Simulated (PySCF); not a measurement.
Bonds (- single, = double, # triple, : aromatic): C1-C2, C2-O3, O3-Si4, Si4-N5, Si4-O6, O6-C7, C7-C8, C8-C9, C9-O10, O10-Si4. C1 carries H11, H12, H13; C2 carries H14, H15; N5 carries H16, H17; C7 carries H18, H19; C8 carries H20, H21; C9 carries H22, H23.

[PySCF 2.14.0 with density-fitted response routines: shieldings: GIAO PBE0/pcSseg-1; geometry from GFN2-xTB; single conformer; in vacuum; fast rotation and ring inversion assumed for equivalent nuclei; non-relativistic]

Referencing at the same level of theory: TMS for $^{13}$C (σ = 186.93 ppm) and $^{1}$H (σ = 31.72 ppm) and $^{29}$Si (σ = 349.16 ppm); H2O for $^{17}$O (σ = 336.08 ppm); $^{15}$N (σ = 267.73 ppm) vs NH3.

```tsv
atoms	nucleus	count	Hirshfeld charge	δ (ppm)
C2	$^{13}$C	1	0.01	61.8
O3	$^{17}$O	1	-0.23	67.3
H11/H12/H13	$^{1}$H	3	0.04	?
H18/H23	$^{1}$H	2	0.04	4.31
H16/H17	$^{1}$H	2	0.12	?
C8	$^{13}$C	1	-0.08	?
N5	$^{15}$N	1	-0.33	19.3
H19/H22	$^{1}$H	2	0.04	4.43
C1	$^{13}$C	1	-0.12	20.2
H14/H15	$^{1}$H	2	0.04	4.00
C7/C9	$^{13}$C	2	0.01	68.6
H20	$^{1}$H	1	0.04	2.10
O6/O10	$^{17}$O	2	-0.24	?
Si4	$^{29}$Si	1	0.53	-69.2
H21	$^{1}$H	1	0.05	?
```

Problem. Fill in the missing shifts.

Solution. 
- C8: 36.3 ppm, sp3 CH2 in a ring; a saturated carbon with 2 carbon neighbours and no heteroatom attached
- H21: 1.22 ppm, hydrogen on an sp3 CH2 in a ring
- H11/H12/H13: 1.21 ppm, hydrogen on a methyl carbon
- H16/H17: 0.31 ppm, hydrogen on a nitrogen bonded to Si; labile proton, position sensitive to the medium
- O6/O10: 52.4 ppm, oxygen bonded to C, Si, in a 6-membered ring

Exchangeable OH/NH protons stand at their gas-phase positions; hydrogen bonding in a real sample shifts them, mostly to higher δ. Shifts are as computed. Against solution values, carbons near 30 ppm lie about +3 ppm off and those near 130 ppm about +5 ppm. Of 1211 compounds with measured shifts, 218 miss one by over three times the rms of a fit or turn the order of signals round; such compounds aren't used in these exercises. Experimental scales use liquid or dissolved standards, which lie at an offset from isolated NH3 (liquid NH3: subtract about 20 ppm) and H2O (liquid H2O: subtract about 36 ppm).
